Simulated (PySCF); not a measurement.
NbSeF3 (singlet state).
Cartesian coordinates in Å at the PBE0-D3(BJ)/def2-SVP level; atoms count from 1:
```
atom  x, y, z in Å
Nb1   -0.0017    0.0013   -0.1050
Se2    0.0157   -0.0208    2.1577
F3     1.7482    0.0104   -0.6969
F4    -0.8852    1.5252   -0.6629
F5    -0.8769   -1.5160   -0.6929
```

Level of theory: TDDFT PBE0/def2-SVPD, vertical, gas phase, core orbitals frozen in the response, def2 core potentials past Kr (PySCF). Spin–orbit coupling is left out.

Ground-to-excited transition dipoles (e·a0, same axes as the geometry; the sign carries no meaning), for the states with f of 0.002 or more among the lowest 8:

```csv
state,E (hartree),μx,μy,μz
S4,0.1560,-0.002,0.004,-0.491
S7,0.1733,0.056,-0.287,-0.001
S8,0.1734,0.288,0.057,0.001
```

Question: Work out the oscillator strengths.

Answer: f = (2/3) ΔE |μ|² with ΔE in hartree (27.2114 eV).

| state | \|μ\|² (au) | \|μ\| (D) | f |
| --- | --- | --- | --- |
| S4 | 0.241 | 1.25 | 0.025 |
| S7 | 0.085 | 0.74 | 0.010 |
| S8 | 0.086 | 0.75 | 0.010 |

Question: The point group is C3v. Which irreducible representation does each state belong to?

Answer: From a totally symmetric ground state, an allowed state transforms like the component of the dipole operator along its μ. Polarised along the main axis, so A1: S4. Polarised across the main axis, so E: S7 and S8.

Question: Which bond between heavy atoms lies closest to the direction of the S4 transition dipole?

Answer: Nb1–Se2, at 0° from it; next Nb1–F3, Nb1–F5 and Nb1–F4 at 72°.

Question: How is the summed strength of these states shared among x, y and z?

Answer: (2/3) Σ ΔE μα² gives 0.010 for x, 0.010 for y and 0.025 for z, 0.045 in all.

Question: What peak molar absorption coefficient would the strongest computed level give as a lone Gaussian band 0.5 eV wide at half height?

Answer: ε(max) = 2.175×10⁸ f / FWHM, with the width in cm⁻¹. S4: 2.175×10⁸ × 0.0251 / 4033 ≈ 1400 L mol⁻¹ cm⁻¹.

S7/S8 coincide within about 0.01 eV; within a degenerate level the directions of the single components are arbitrary.

All these states lie below the vertical ionisation energy of 10.27 eV (ΔSCF).
